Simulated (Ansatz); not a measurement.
Start from `[OH][AlH][SH]` and change one atom or group to get `C[O][AlH][SH]`.

Ansatz, PBE0-D4/def2-TZVP geometries, multiplicity 1. Each molecule was computed in one conformer, which needn't be the lowest.

```json
{"property": "size of the dipole moment (ωB97M-V/def2-TZVPP) / D", "`[OH][AlH][SH]`": "1.61"}
{"property": "size of the dipole moment (PBE/def2-TZVPP) / D", "`[OH][AlH][SH]`": "1.63"}
{"property": "zero-point energy (PBE0-D4/def2-TZVP) / kJ/mol", "`[OH][AlH][SH]`": "78.6"}
{"property": "HOMO energy (B3LYP/def2-TZVPP) / eV", "`[OH][AlH][SH]`": "-7.52"}
{"property": "HOMO–LUMO gap (PBE0/def2-TZVPP) / eV", "`[OH][AlH][SH]`": "7.22"}
{"property": "LUMO energy (B3LYP/def2-TZVPP) / eV", "`[OH][AlH][SH]`": "-0.77"}
```

What does the change do to each property? (Estimate.)

Ansatz gave: 
| property | `C[O][AlH][SH]` | shift |
| --- | --- | --- |
| size of the dipole moment (ωB97M-V/def2-TZVPP) / D | 1.54 | -0.07 |
| size of the dipole moment (PBE/def2-TZVPP) / D | 1.55 | -0.08 |
| zero-point energy (PBE0-D4/def2-TZVP) / kJ/mol | 153.5 | 74.9 |
| HOMO energy (B3LYP/def2-TZVPP) / eV | -7.43 | 0.09 |
| HOMO–LUMO gap (PBE0/def2-TZVPP) / eV | 7.12 | -0.10 |
| LUMO energy (B3LYP/def2-TZVPP) / eV | -0.77 | 0.00 |

The zero-point energy changes by 74.9 kJ/mol with +9 modes. Dipoles are sizes alone; their direction can turn.

B3LYP here is the variant with VWN-RPA as its local correlation; programs differ in this.
